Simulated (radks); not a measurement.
Spin polarisation of the 4p2 shell in neutral germanium. Start: [Ar] 3d10 4s2 4p(up 1, down 1); electrons of 4p are moved from spin down to spin up, other shells keep equal spins. All-electron calculation, non-relativistic Kohn-Sham, PBE, spin-polarised, spherical densities, point nucleus. Program: a radial shooting solver on a logarithmic mesh with Libxc functionals.

moment (Bohr magnetons)  E - E(0) (eV)  e(4p up) (eV)  e(4p down) (eV)  4s down minus up (eV)
0                                0.000         -3.932           -3.932                  0.000
0.5                             -0.046         -4.102           -3.734                  0.365
1                               -0.185         -4.245           -3.505                  0.732
1.5                             -0.416         -4.361           -3.245                  1.104
2                               -0.744         -4.451           -2.935                  1.479

At moment 2 the spin-polarisation energy is -0.744 eV and the 4p exchange splitting 1.516 eV, that is 0.758 eV per Bohr magneton; E = -I m^2/4 would give I = 0.744 eV.
